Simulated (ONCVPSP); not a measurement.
## Cutoff test, tantalum (Ta), ONCV

ONCVPSP 4.0.1 input, shortened (lines: element, Z, core and valence counts, functional; n l f; lmax; l rc ep ncon nbas qcut; lloc lpopt rc5 dvloc0; l nproj debl; icmod fcfact rcfact), PBEsol, scalar-relativistic:

```
  Ta 73.00   10    4  -116133      upf
    1    0    2.00
    2    0    2.00
    2    1    6.00
    3    0    2.00
    3    1    6.00
    3    2   10.00
    4    0    2.00
    4    1    6.00
    4    2   10.00
    4    3   14.00
    5    0    2.00
    5    1    6.00
    5    2    3.50
    6    0    1.50
    3
    0    1.75    0.00    4    9    9.00
    1    1.95    0.00    3    6    7.50
    2    2.10    0.00    4    8    4.30
    3    2.05    0.41    3    7    5.70
    4    5    1.65    0.00
    0    3    1.80
    1    1    1.30
    2    2    3.60
    3    3    2.50
    2    0.15    0.90
```

Question: For each optimised wave give the share of its norm inside rc, the residual kinetic energy above qcut (Ha) and the cutoffs (Ha) for errors of 10, 1, 0.1 and 0.01 mHa per electron.

Answer:

| wave | norm inside rc | residual KE | 10 mHa | 1 mHa | 0.1 mHa | 0.01 mHa |
| --- | --- | --- | --- | --- | --- | --- |
| 5s | 0.947 | 9.5e-09 | 18.3 | 23.6 | 28.1 | 31.8 |
| 6s | 0.057 | 6.2e-09 | 14.2 | 20.9 | 26.2 | 30.7 |
| s projector 3 | 0.124 | 4.5e-08 | 18.3 | 24.4 | 29.3 | 33.4 |
| 5p | 0.914 | 3.8e-07 | 8.0 | 10.7 | 19.1 | 23.0 |
| 5d | 0.513 | 4.6e-03 | 8.3 | 18.4 | 50.1 | 58.2 |
| d projector 2 | 0.131 | 3.7e-02 | 11.3 | 23.2 | 60.4 | 69.4 |
| f projector 1 | 0.023 | 2.4e-05 | 3.1 | 9.1 | 13.7 | 32.4 |
| f projector 2 | 0.184 | 3.3e-02 | 32.0 | 74.5 | not reached | not reached |
| f projector 3 | 0.139 | 3.8e-01 | 82.7 | 132.7 | not reached | not reached |

The occupied waves need 24 Ha and 50 Ha for 1 and 0.1 mHa. The cutoffs count occupied waves only; projector 3 of the f channel, the hardest unoccupied one, needs 133 Ha at the loose tolerance. Note: no bound ghost flagged; GHOST(+) flagged for f at 125.9 eV, s at 494.8 eV.
